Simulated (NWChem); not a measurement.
Ionisation of C₄H₆

```xyz
10

C      0.0000     0.0000     1.4178
C      0.0000     0.0000    -0.0001
C     -1.2279     0.0000    -0.7089
C      1.2279     0.0000    -0.7089
H      0.9361     0.0000     1.9808
H     -0.9361     0.0000     1.9808
H     -1.2477     0.0000    -1.8011
H     -2.1835     0.0000    -0.1796
H      2.1835     0.0000    -0.1796
H      1.2477     0.0000    -1.8011
```
Charge 0, spin multiplicity 3.

The numbers come from NWChem runs, not from measurements. All single points use one geometry, from UB3LYP/def2-SVP, a minimum by its harmonic frequencies. It is one conformer; others weren't searched.

Basis set: def2-TZVP. The species with one electron less has spin multiplicity 2 and keeps the geometry of the parent. Δ marks differences of total energies (open shells unrestricted). −ε marks an orbital energy of the parent. That orbital need not have the symmetry of the hole or added electron in the Δ rows.

B3LYP has NWChem's definition, with VWN1-RPA local correlation. This spin state was chosen for the runs; another may lie lower. The structure started from a generated list of species. The unpaired electrons of the parent sit in orbitals of symmetry a2 and b2 (C2v labels of the run); other states weren't searched. No SCF solution was tested for a lower state. Open-shell Hartree-Fock references start from PBE0 orbitals.

Question: Order these methods by the first vertical ionisation energy they give, lowest first: −ε(alpha HOMO) of LDA (SVWN5), −ε(alpha HOMO) of B3LYP, −ε(alpha HOMO) of BHandHLYP, −ε(alpha HOMO) of HF, G0W0@LDA (SVWN5), ΔB3LYP.

Answer: −ε(alpha HOMO) of LDA (SVWN5) (4.91 eV), −ε(alpha HOMO) of B3LYP (5.85 eV), −ε(alpha HOMO) of BHandHLYP (7.28 eV), G0W0@LDA (SVWN5) (7.41 eV), ΔB3LYP (8.15 eV), −ε(alpha HOMO) of HF (9.58 eV)
